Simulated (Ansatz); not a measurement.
Born–Oppenheimer molecular dynamics of FGaH4Si (7 atoms, charge 0, multiplicity 1). It starts from a relaxed structure.

The calculation used RKS B3LYP/def2-SVP in Ansatz 0.2.0.

| Quantity | Value |
| --- | --- |
| ensemble | NVE (velocity Verlet) |
| time step | 1 fs |
| steps asked | 150 |
| starting velocities drawn for | 700 K |
| seed | 418957 |

First frame:

```xyz
7
Properties=species:S:1:pos:R:3
F 0.237 -2.163 1.369
Ga 0.019 -0.406 1.283
Si -0.030 0.456 -0.980
H -0.100 0.228 2.718
H -1.202 -0.119 -1.705
H -0.143 1.944 -0.990
H 1.218 0.061 -1.696
```

(1) What does the run give?

(2) What happens to the structure?

(3) How do temperature and energy run in time?

## Answers

(1) All steps were run.

```
steps done                                               : 150
time covered                                             : 150 fs
mean temperature over the second half                    : 355 K
spread of the potential energy over the second half      : 9.1 meV per atom
mean potential energy of the second half above the start : 32.4 meV per atom
```

The conserved energy stayed within 0.91 meV per atom of its start (net change 0.3 meV per atom), so the integration is sound. The temperature averaged 0.51 of the 700 K drawn at the start: a run that starts near a minimum puts about half its kinetic energy into the potential. A run of 0.15 ps of so small a system gives no equilibrium averages.

(2) The same pairs are bonded in the first frame and the last. Pairs count as bonded within 1.25 times the sum of covalent radii (0.12 Å more for H–H). This is one draw of velocities; another would differ in detail.

(3) 
| time (fs) | T (K) | potential energy less start (eV) | conserved less start (meV/atom) |
| --- | --- | --- | --- |
| 0.0 | 700 | 0.000 | 0.00 |
| 7.0 | 261 | 0.288 | 0.59 |
| 14.0 | 218 | 0.317 | 0.80 |
| 21.0 | 361 | 0.224 | 0.65 |
| 28.0 | 336 | 0.237 | 0.33 |
| 35.0 | 434 | 0.174 | 0.29 |
| 42.0 | 353 | 0.228 | 0.61 |
| 49.0 | 245 | 0.300 | 0.83 |
| 56.0 | 321 | 0.250 | 0.67 |
| 63.0 | 315 | 0.251 | 0.35 |
| 70.0 | 509 | 0.125 | 0.24 |
| 77.0 | 449 | 0.165 | 0.43 |
| 84.0 | 174 | 0.344 | 0.63 |
| 91.0 | 243 | 0.300 | 0.63 |
| 98.0 | 511 | 0.124 | 0.27 |
| 105.0 | 429 | 0.178 | 0.33 |
| 112.0 | 339 | 0.237 | 0.47 |
| 119.0 | 390 | 0.204 | 0.50 |
| 126.0 | 202 | 0.327 | 0.78 |
| 133.0 | 339 | 0.237 | 0.50 |
| 140.0 | 393 | 0.201 | 0.47 |
| 147.0 | 420 | 0.184 | 0.43 |

The run took 3.8 min on 1 thread of Intel(R) Xeon(R) 6975P-C (Granite Rapids) (shared host), peak memory 0.17 GiB.
